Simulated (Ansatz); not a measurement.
`B[NH][GeH]([CH3])[F]` + H₂ → `[CH3][GeH2][F]` + `BN` at 298.15 K and 1 bar (hydrogenolysis of a Ge–N bond).

Program: Ansatz. Geometries: PBE0-D4/def2-TZVP. ΔE: electronic, gas phase. CCSD(T)/CBS is the MP2 limit (def2-TZVPP, def2-QZVPP) plus CCSD(T) − MP2 in def2-TZVPP, frozen cores. This one scheme is used for every species. For Ge outer-core shells are correlated without core-valence functions, which leaves a few kJ/mol of doubt a bond. Scalar relativity is left out up to krypton. Each species was taken in one conformer, which may not be the lowest.

```json
{"species": "`B[NH][GeH]([CH3])[F]`", "CCSD(T)/CBS energy (Eh)": "-2297.76421", "H − E (kJ/mol)": "247.9", "S (J/(mol·K))": "366.8"}
{"species": "H₂", "CCSD(T)/CBS energy (Eh)": "-1.17544", "H − E (kJ/mol)": "35.1", "S (J/(mol·K))": "130.4"}
{"species": "`[CH3][GeH2][F]`", "CCSD(T)/CBS energy (Eh)": "-2217.00316", "H − E (kJ/mol)": "159.0", "S (J/(mol·K))": "302.2"}
{"species": "`BN`", "CCSD(T)/CBS energy (Eh)": "-81.93499", "H − E (kJ/mol)": "137.2", "S (J/(mol·K))": "228.1"}
```

H − E and S are ideal-gas, rigid-rotor, harmonic terms from PBE0-D4/def2-TZVP, for one conformer and one mirror image of each species. The MP2-based limit puts H₂ 0.8 mEh under its directly extrapolated value; such offsets cancel only in part. 1 Eh = 2625.50 kJ/mol, R = 8.31446 J/(mol·K).

Problem. By hand: ΔE, ΔH, ΔS and ΔG.

Solution. ΔE = (-2217.00316) + (-81.93499) − (-2297.76421) − (-1.17544) = 0.00150 Eh = 3.9 kJ/mol. Δ(H − E) = 159.0 + 137.2 − 247.9 − 35.1 = 13.2, so ΔH = 17.1 kJ/mol. ΔS = 302.2 + 228.1 − 366.8 − 130.4 = 33.1 J/(mol·K). ΔG = 17.1 − 298.15 × (33.1)/1000 = 7.2 kJ/mol.

Problem. By hand: the equilibrium constant, and the temperature at which ΔG would vanish if ΔH and ΔS stayed fixed.

Solution. log₁₀ K = −ΔG/(RT ln 10) = -1.3. ΔG = 0 at ΔH/ΔS = 517 K.

TΔS isn't small against ΔH here. A doubt of 5 kJ/mol in ΔE shifts log₁₀ K by 0.9 here. Other conformers and mirror images would add mixing entropy, several J/(mol·K) or more a flexible species. Modes under 60 cm⁻¹, often nearly free rotors, make the harmonic entropy too high. These are equilibria of isolated gas molecules and say nothing of rates. Largest T1 diagnostic: 0.012 (customary marks: 0.02 for closed shells, 0.045 for open ones).
